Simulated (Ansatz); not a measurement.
Compare A (`C#CBCC`) with its isomer B (`BC(C)=C=C`).

Computed with Ansatz on PBE0-D4/def2-TZVP structures; ΔE is electronic, products minus reactants. CCSD(T)/CBS adds triple-zeta CCSD(T) − MP2 to the extrapolated MP2 energy (def2 sets, frozen cores). Functionals use def2-TZVPP. B3LYP here is the variant with VWN-RPA as its local correlation; programs differ in this. Each species was taken in one conformer, which may not be the lowest.

Task: Which isomer does CCSD(T)/CBS put lower? Give the gap. (An estimate is asked.)

Result: Ansatz gave: A, by 8.9 kcal/mol.

Task: Give E(B) − E(A) in kcal/mol with B3LYP, CCSD(T)/def2-TZVPP, HF/def2-TZVPP, PBE-D4, ωB97M-V, MP2/def2-TZVPP, CCSD/def2-TZVPP. (An estimate is asked.)

Result: The calculation gave: B3LYP 5.5, CCSD(T)/def2-TZVPP 8.5, HF/def2-TZVPP 8.5, PBE-D4 3.5, ωB97M-V 7.0, MP2/def2-TZVPP 10.2, CCSD/def2-TZVPP 9.0. None reverses the order clearly.

Largest T1 diagnostic: 0.012.

From PBE to PBE0 (25 % exact exchange), in def2-TZVPP and without D4, E(B) − E(A) moves by +1.1 kcal/mol. The D4 term adds −0.7 kcal/mol with B3LYP and −0.4 kcal/mol with PBE0; it sums over pairs of atoms, weighted by their polarisabilities, and B3LYP, whose exchange is more repulsive, gets the larger term.
